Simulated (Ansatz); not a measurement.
`C=[CH][Sn]([F])([F])[F]` + CH₃OH → `C[O][Sn]([F])([F])[F]` + `C=C` at 298.15 K and 1 bar (ligand exchange at the Sn–C bond).

Gas-phase electronic energies from Ansatz, PBE0-D4/def2-TZVP geometries. CBS: MP2 limit from def2 TZ/QZ plus the TZ coupled-cluster correction, frozen cores. This one scheme is used for every species. def2 core potentials past Kr. For Sn outer-core shells are correlated without core-valence functions, which leaves a few kJ/mol of doubt a bond. Each species was taken in one conformer, which may not be the lowest.

| species | CCSD(T)/CBS energy (Eh) | H − E (kJ/mol) | S (J/(mol·K)) |
| --- | --- | --- | --- |
| `C=[CH][Sn]([F])([F])[F]` | -591.39224 | 150.3 | 386.1 |
| CH₃OH | -115.61712 | 146.3 | 238.2 |
| `C[O][Sn]([F])([F])[F]` | -628.53137 | 150.6 | 403.6 |
| `C=C` | -78.48111 | 144.6 | 218.9 |

H − E and S are ideal-gas, rigid-rotor, harmonic terms from PBE0-D4/def2-TZVP, for one conformer and one mirror image of each species. 1 Eh = 2625.50 kJ/mol, R = 8.31446 J/(mol·K).

**Question.** By hand: ΔE, ΔH, ΔS and ΔG.

**Answer.** ΔE = (-628.53137) + (-78.48111) − (-591.39224) − (-115.61712) = -0.00312 Eh = -8.2 kJ/mol. Δ(H − E) = 150.6 + 144.6 − 150.3 − 146.3 = -1.4, so ΔH = -9.6 kJ/mol. ΔS = 403.6 + 218.9 − 386.1 − 238.2 = -1.8 J/(mol·K). ΔG = -9.6 − 298.15 × (-1.8)/1000 = -9.1 kJ/mol.

**Question.** By hand: the equilibrium constant, and the temperature at which ΔG would vanish if ΔH and ΔS stayed fixed.

**Answer.** log₁₀ K = −ΔG/(RT ln 10) = 1.6. ΔG = 0 at ΔH/ΔS = 5333 K, far beyond where these terms or the molecules hold.

The number of gas molecules stays the same, so ΔS is small and ΔH decides. A doubt of 5 kJ/mol in ΔE shifts log₁₀ K by 0.9 here. Other conformers and mirror images would add mixing entropy, several J/(mol·K) or more a flexible species. Modes under 60 cm⁻¹, often nearly free rotors, make the harmonic entropy too high. These are equilibria of isolated gas molecules and say nothing of rates. Largest T1 diagnostic: 0.015 (customary marks: 0.02 for closed shells, 0.045 for open ones).
